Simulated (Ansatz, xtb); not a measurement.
## C5H8ClFO: 9 structures ranked

9 gas-phase structures of C5H8ClFO, from a drawn sample of its isomers (lower ones may exist). Each was relaxed with GFN2-xTB; where two conformers were screened, the lower at r2SCAN-D4/def2-SVP is listed:

A. `CC[C@H](CF)C(=O)Cl`, a singlet
B. `C[C@@H]1CO[C@@H](F)[C@H]1Cl`, a singlet
C. `FCO[C@@H]1CC[C@@H]1Cl`, a singlet
D. `CC(C)(CF)C(=O)Cl`, a singlet
E. `CO/C(CF)=C(\C)Cl`, a singlet
F. `F[C@@H]1OC[C@@H]1CCCl`, a singlet
G. `F[C@@H]1OCC[C@@H]1CCl`, a singlet
H. `C/C=C(/Cl)COCF`, a singlet
I. `C/C(Cl)=C/COCF`, a singlet

Question: Which do you expect lowest at r2SCAN-D4/def2-SVP, and how would the others follow?

Answer: Calculated order at r2SCAN-D4/def2-SVP: D (0.0), A (2.4), G (6.3), B (7.1), F (26.0), I (28.2), H (29.8), C (32.7), E (35.2) kcal/mol. Less than 1 kcal/mol parts G and B, so the order within that pair means little.

Energies above the lowest of each column, in kcal/mol; the last columns are at PBE0-D3(BJ)/def2-SVP geometries and were run for some of them only (a dash: not run or not comparable):

```
structure  GFN2-xTB  HF/STO-3G  r2SCAN-D4/def2-SVP  PBE0-D3(BJ)/def2-SVP  CCSD(T)/def2-SVP + ΔMP2/def2-TZVPP
        D       5.0       24.4                 0.0                   0.0                                 0.0
        A       7.6       25.4                 2.4                   1.7                                 2.6
        G       0.3        0.0                 6.3                   2.9                                 4.5
        B       0.0        0.9                 7.1                   3.4                                 5.2
        F      18.8       20.3                26.0                     –                                   –
        I      22.1       47.7                28.2                     –                                   –
        H      23.8       49.7                29.8                     –                                   –
        C      16.7       27.1                32.7                     –                                   –
        E      24.8       49.9                35.2                     –                                   –
```

CCSD(T)/def2-SVP + ΔMP2/def2-TZVPP puts D lowest of those it was run on; GFN2-xTB picks B, HF/STO-3G picks G. Flexible structures stand in one conformer each, not always the lowest. Frequencies (GFN2-xTB) were run for A, B, D, G alone. The ΔMP2 step shifts differences by up to 3.9 kcal/mol, which makes them less sure. ΔMP2 is the change of the MP2 energy from the smaller to the larger basis.

Over these structures GFN2-xTB departs from r2SCAN-D4/def2-SVP by 4.7 kcal/mol on average once a common shift is removed. A GFN2-xTB relaxation took about 0.14 s and the r2SCAN-D4/def2-SVP energy about 2.4 s on a shared host (Ansatz 0.2.0, xtb 6.7.1).
